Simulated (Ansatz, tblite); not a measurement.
Cost and result up the ladder for Si(OAc)2Me2 (C₆H₁₂O₄Si) (23 atoms). Charge 0, multiplicity 1. Geometry: r2SCAN-D4/def2-SVP.

```xyz
23

Si   -0.366   -0.523   -0.944
O    -1.281   -0.353    0.487
C    -0.739   -0.499    1.716
C    -1.677   -0.053    2.797
O     0.385   -0.913    1.886
H    -1.269   -0.308    3.782
H    -2.670   -0.502    2.654
H    -1.800    1.039    2.714
O     1.171    0.197   -0.769
C     1.353    1.375   -0.133
C     2.804    1.663    0.108
O     0.429    2.077    0.212
H     2.930    2.680    0.496
H     3.384    1.518   -0.815
H     3.179    0.933    0.844
C    -1.348    0.365   -2.238
H    -0.836    0.340   -3.213
H    -1.482    1.416   -1.939
H    -2.343   -0.090   -2.361
C    -0.015   -2.310   -1.273
H     0.575   -2.435   -2.195
H    -0.947   -2.887   -1.381
H     0.561   -2.730   -0.434
```

Ansatz on 4 threads of Arm Neoverse V2 on a shared host; xTB runs through tblite on one thread. Times are rough, summed over both states, and most runs start from the orbitals of an earlier one. PBE0-D4/def2-TZVP serves as the yardstick here, not as an exact answer. The other state is a triplet.

The xTB rows come from tblite. HOMO above LUMO, or a gap near zero within one spin, warns that the state may not be the lowest or that an electron is smeared out.

xTB has no spin-polarisation term.

```json
{"level": "GFN2-xTB", "functions": "61", "wall time": "0.029 s", "vertical triplet (eV)": "4.93", "difference from PBE0-D4/def2-TZVP (eV)": "-0.19", "remarks": "–"}
{"level": "GFN1-xTB", "functions": "73", "wall time": "0.035 s", "vertical triplet (eV)": "5.38", "difference from PBE0-D4/def2-TZVP (eV)": "0.26", "remarks": "–"}
{"level": "r2SCAN-D4/def2-TZVP", "functions": "419", "wall time": "46 s", "vertical triplet (eV)": "5.05", "difference from PBE0-D4/def2-TZVP (eV)": "-0.07", "remarks": "–"}
{"level": "PBE-D4/def2-TZVP (with forces)", "functions": "419", "wall time": "52 s", "vertical triplet (eV)": "5.07", "difference from PBE0-D4/def2-TZVP (eV)": "-0.05", "remarks": "gap within one spin near zero (triplet)"}
{"level": "PBE0-D4/def2-TZVP", "functions": "419", "wall time": "75 s", "vertical triplet (eV)": "5.12", "difference from PBE0-D4/def2-TZVP (eV)": "0.00", "remarks": "–"}
```
